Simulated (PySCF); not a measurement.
# A computed series M(OH)3

Computed with PySCF 2.14.0, PBE0, def2-SVP on the ligands, density fitting, scalar-relativistic core potentials, no spin-orbit coupling, vacuum. Each member is relaxed from one template within its symmetry. Distances are means of the shortest metal–ligand contacts, charges and spins Mulliken's; removal energies are rigid, with the ligand's formal charge and no counterpoise, so too large; for an anion taken off a cation in vacuum most of it is the attraction of opposite charges, and multiply charged cations can part far more cheaply with an electron moved from ligand to metal. lcecp potentials hold a fixed number of 4f electrons in the core, out of states, spins and gaps.

```
metal      basis on the metal  point group  M–OH (Å)  charge on M (e)  dipole (D)  removal of one OH (eV)  strongest infrared band, degenerate modes summed (cm⁻¹)  unstable modes (below −25 cm⁻¹)
   La     def2-SVP with ECP46          C3v     2.182             1.09        1.58                   10.54                                                      325                                0
   Eu  lcecp-1-SVP with ECP52          C3v     2.083             1.09        0.35                   11.05                                                      379                                0
   Dy  lcecp-1-SVP with ECP55          D3h     2.047             1.07        0.01                   11.26                                                      375                                0
   Yb  lcecp-1-SVP with ECP59          D3h     2.001             1.05        0.01                   11.54                                                      373                                0
   Bi     def2-SVP with ECP60           C3     2.087             1.09        0.88                   11.30                                                      565                                0
```

**Question.** What does the calculation give for Nd, lcecp-1-SVP with ECP49?

**Answer.** point group: C3v, M–OH (Å): 2.105, charge on M (e): 1.08, dipole (D): 1.06, removal of one OH (eV): 10.84, strongest infrared band, degenerate modes summed (cm⁻¹): 363, unstable modes (below −25 cm⁻¹): 0.
```xyz
7

Nd    0.0000    0.0000   -0.2102
O     2.0843    0.0000    0.0875
H     3.0124    0.0000    0.3198
O    -1.0421    1.8051    0.0875
H    -1.5062    2.6088    0.3198
O    -1.0421   -1.8051    0.0875
H    -1.5062   -2.6088    0.3198
```

From Nd to Yb the M–OH distance shrinks by 0.10 Å, the lanthanide contraction, and the energy to remove one OH rises by 0.70 eV.

Moved off a saddle point of the template and relaxed again: Bi. One start shape was tried for each, so a minimum needn't be the lowest isomer.
